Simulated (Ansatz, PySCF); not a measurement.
Complex: AsH3 (SMILES [AsH3]) (first 4 atoms) with H2Se (SMILES [SeH2]); geometry from B3LYP-D3(BJ)/def2-TZVP.
(charge 0, multiplicity 1):
| atom | x (Å) | y (Å) | z (Å) |
|---|---|---|---|
| As | -0.1887 | -0.1176 | -0.3551 |
| H | -0.1534 | -0.0902 | -1.8806 |
| H | 1.3100 | 0.1333 | -0.2509 |
| H | -0.5074 | 1.3694 | -0.2698 |
| Se | -0.0350 | -0.5231 | 3.3477 |
| H | -1.4788 | -0.5916 | 3.0855 |
| H | -0.2655 | -0.0142 | 4.7095 |

Basis-set superposition error: the interaction energy with monomers in their own basis, and in the dimer's basis (counterpoise).

Codes used: Ansatz (Gaussian basis) for Hartree–Fock, density functionals and correlated methods; PySCF for M06-2X. 

```tsv
level	uncorrected (kcal/mol)	counterpoise (kcal/mol)	difference
SVWN5/def2-TZVPPD	-2.57	-2.42	0.14
B97M-V/def2-TZVPPD	-1.44	-1.33	0.11
B3LYP/def2-TZVPPD	0.08	0.20	0.12
PBE0/def2-TZVPPD	-0.71	-0.59	0.12
M06-2X/def2-TZVPPD	-1.37	-1.24	0.13
CAM-B3LYP/def2-TZVPPD	-0.34	-0.21	0.12
wB97M-V/def2-TZVPPD	-1.43	-1.28	0.16
B2PLYP/def2-TZVPPD	-0.52	-0.35	0.17
SCS-MP2/aug-cc-pVDZ	-1.37	-0.65	0.72
SCS-MP2/aug-cc-pVTZ	-1.22	-0.92	0.30
```

The error is largest for SCS-MP2/aug-cc-pVDZ (0.72 kcal/mol) and smallest for B97M-V/def2-TZVPPD (0.11 kcal/mol).

Ansatz is a quantum-chemistry and plane-wave program.
